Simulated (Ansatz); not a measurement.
Gas-phase electronic energies from Ansatz, PBE0-D4/def2-TZVP geometries. CCSD(T)/CBS adds triple-zeta CCSD(T) − MP2 to the extrapolated MP2 energy (def2 sets, frozen cores). DFT in def2-TZVPP. For Br, Ga outer-core shells are correlated without core-valence functions, which leaves a few kJ/mol of doubt a bond. Scalar relativity is left out up to krypton. One conformer a species, not always the lowest.

Consider the cleavage of the Si–B bond: `FC([SiH3])B[SiH3]` + `[OH][GaH][Br]` → `[SiH3][O][GaH][Br]` + `BC(F)[SiH3]`.

```json
{"level": "PBE-D4", "ΔE (kJ/mol)": "-80.5"}
{"level": "ωB97X-V", "ΔE (kJ/mol)": "-110.5"}
```

What does CCSD(T)/CBS give? (Best estimate.)

The calculation gave: -111.5 kJ/mol. The listed levels differ from it by 31.0, 1.0 kJ/mol.

Largest T1 diagnostic among the species: 0.014.

From PBE to PBE0 (25 % exact exchange), in def2-TZVPP and without D4, ΔE moves by −12.3 kJ/mol. In def2-TZVPP, CCSD(T) changes the Hartree–Fock value by +42.3 kJ/mol (the triples alone add +6.3 kJ/mol) and MP2 by +35.8 kJ/mol.
